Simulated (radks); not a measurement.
Spherical quantum dot in the effective-mass picture: electrons in a well V = -V0 / (1 + exp((r - R)/a)) with V0 = 18.9, R = 2.04, a = 0.2, with a point charge +2 (a donor) at the centre, all in effective atomic units (hartree* = m*/eps^2 hartree, bohr* = eps/m* bohr), one dielectric constant everywhere. Method: non-relativistic Kohn-Sham, LDA (Slater exchange, Perdew-Wang correlation), spin-polarised, spherical densities; computed with a radial shooting solver with Libxc functionals. Levels are named by radial order and angular momentum (1s, 1p, 1d, 2s, ...), and open shells are averaged over m. Results are scaled to m* = 0.381 and eps = 12.4, for which hartree* = 67.43 meV and bohr* = 1.722 nm.

N = 11, configuration 1s2 1p6 1d(up 1, down 0) 2s2. This is the lowest configuration that the search found. Occupied and some empty levels:

| level | occupation | eigenvalue (meV) | <r> (nm) |
|---|---|---|---|
| 1s up | 1 | -797.67 | 1.582 |
| 1s down | 1 | -795.84 | 1.573 |
| 1p up | 3 | -698.90 | 2.126 |
| 1p down | 3 | -696.24 | 2.124 |
| 2s up | 1 | -603.78 | 1.787 |
| 2s down | 1 | -602.12 | 1.793 |
| 1d up | 1 | -597.79 | 2.354 |
| 1d down | 0 | -594.96 | 2.354 |
| 1f up | 0 | -479.22 | 2.522 |
| 1f down | 0 | -476.40 | 2.523 |
| 2p up | 0 | -410.25 | 2.075 |
| 2p down | 0 | -408.53 | 2.076 |
| 1g up | 0 | -344.52 | 2.664 |
| 1g down | 0 | -341.79 | 2.666 |

Energy (meV): total -10580.1, kinetic 1777.0, external -15016, Hartree 3151.5, exchange-correlation -492.70.

Electron density:

| r (nm) | n(r) (e/nm^3) |
|---|---|
| 0.0848 | 1.262 |
| 0.298 | 0.7729 |
| 0.511 | 0.4798 |
| 0.724 | 0.3069 |
| 0.938 | 0.2086 |
| 1.15 | 0.1567 |
| 1.36 | 0.1328 |
| 1.58 | 0.1237 |
| 1.79 | 0.1193 |
| 2.00 | 0.1125 |
| 2.22 | 0.09924 |
| 2.43 | 0.07956 |
| 2.64 | 0.05655 |
| 2.86 | 0.03507 |
| 3.07 | 0.01851 |
| 3.28 | 0.008284 |
| 3.50 | 0.003157 |
| 3.71 | 0.001051 |
| 3.92 | 0.0003188 |
| 4.14 | 0.00008955 |
